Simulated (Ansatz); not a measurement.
Gas-phase electronic energies from Ansatz, PBE0-D4/def2-TZVP geometries. CBS: MP2 limit from def2 TZ/QZ plus the TZ coupled-cluster correction, frozen cores. DFT in def2-TZVPP. One conformer a species, not always the lowest.

`C[SiH2]C[SiH2]F` → `CC[SiH2][SiH2]F`  (isomerisation)

`C[SiH2]C[SiH2]F`:

```xyz
14

C    -1.525    1.510    1.133
Si   -0.155    0.254    0.934
C     0.099   -0.199   -0.871
Si    1.438   -1.437   -1.187
F     1.549   -1.735   -2.760
H    -1.666    1.767    2.185
H    -2.471    1.119    0.750
H    -1.293    2.429    0.588
H    -0.482   -0.980    1.703
H     1.118    0.801    1.482
H     0.329    0.716   -1.429
H    -0.844   -0.594   -1.265
H     1.144   -2.729   -0.518
H     2.759   -0.923   -0.746
```

`CC[SiH2][SiH2]F`:

```xyz
14

C     1.747    1.241   -0.902
C     1.056    0.097   -0.167
Si   -0.816    0.269   -0.104
Si   -1.826   -1.501    1.054
F    -1.225   -1.581    2.546
H     1.539    2.203   -0.427
H     2.832    1.109   -0.916
H     1.410    1.310   -1.939
H     1.294   -0.862   -0.639
H     1.423    0.025    0.863
H    -1.386    0.275   -1.484
H    -1.195    1.558    0.543
H    -1.554   -2.811    0.400
H    -3.299   -1.332    1.172
```

(1) Is it downhill or uphill in electronic energy at CCSD(T)/CBS, and by how much? (Estimate.)

(2) What do these levels give: r2SCAN-D4, r2SCAN, CCSD/def2-TZVPP, CCSD(T)/def2-TZVPP, HF/def2-QZVPP, HF/CBS(def2)? (Best estimate.)

Largest T1 diagnostic among the species: 0.011.

## Answers

(1) Ansatz gave: Uphill: ΔE = +18.1 kcal/mol.

(2) Computed: r2SCAN-D4 17.7, r2SCAN 17.7, CCSD/def2-TZVPP 17.9, CCSD(T)/def2-TZVPP 17.9, HF/def2-QZVPP 18.2, HF/CBS(def2) 18.3 kcal/mol.

From PBE to PBE0 (25 % exact exchange), in def2-TZVPP and without D4, ΔE moves by +1.3 kcal/mol.
